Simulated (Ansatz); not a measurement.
Start from `C=CO[Si](Cl)(Cl)Cl` and change one atom or group to get `Cl[Si](Cl)(Cl)[GeH3]`.

Ansatz, PBE0-D4/def2-TZVP geometries, multiplicity 1. Each molecule was computed in one conformer, which needn't be the lowest.

Scalar relativity is left out up to krypton.

```json
{"property": "LUMO energy (ωB97M-V/def2-TZVPP) / eV", "`C=CO[Si](Cl)(Cl)Cl`": "2.10"}
{"property": "HOMO energy (B3LYP/def2-TZVPP) / eV", "`C=CO[Si](Cl)(Cl)Cl`": "-7.34"}
{"property": "size of the dipole moment (B3LYP/def2-TZVPP) / D", "`C=CO[Si](Cl)(Cl)Cl`": "1.26"}
{"property": "LUMO energy (PBE0/def2-TZVPP) / eV", "`C=CO[Si](Cl)(Cl)Cl`": "0.00"}
{"property": "HOMO energy (ωB97M-V/def2-TZVPP) / eV", "`C=CO[Si](Cl)(Cl)Cl`": "-9.85"}
{"property": "HOMO–LUMO gap (ωB97M-V/def2-TZVPP) / eV", "`C=CO[Si](Cl)(Cl)Cl`": "11.95"}
```

Problem. Give the same properties after the change, and the shifts. (Best estimate.)

Solution. Computed: 
```tsv
property	`Cl[Si](Cl)(Cl)[GeH3]`	shift
LUMO energy (ωB97M-V/def2-TZVPP) / eV	1.55	-0.55
HOMO energy (B3LYP/def2-TZVPP) / eV	-8.28	-0.94
size of the dipole moment (B3LYP/def2-TZVPP) / D	1.47	0.21
LUMO energy (PBE0/def2-TZVPP) / eV	-0.35	-0.35
HOMO energy (ωB97M-V/def2-TZVPP) / eV	-10.49	-0.64
HOMO–LUMO gap (ωB97M-V/def2-TZVPP) / eV	12.04	0.09
```

With PBE0 the HOMO falls by 0.92 eV and the LUMO falls by 0.35 eV, so the gap widens by about 0.57 eV. PBE moves the HOMO by -0.95 eV and ωB97M-V by -0.64 eV. Dipoles are sizes alone; their direction can turn.

B3LYP here is the variant with VWN-RPA as its local correlation; programs differ in this.
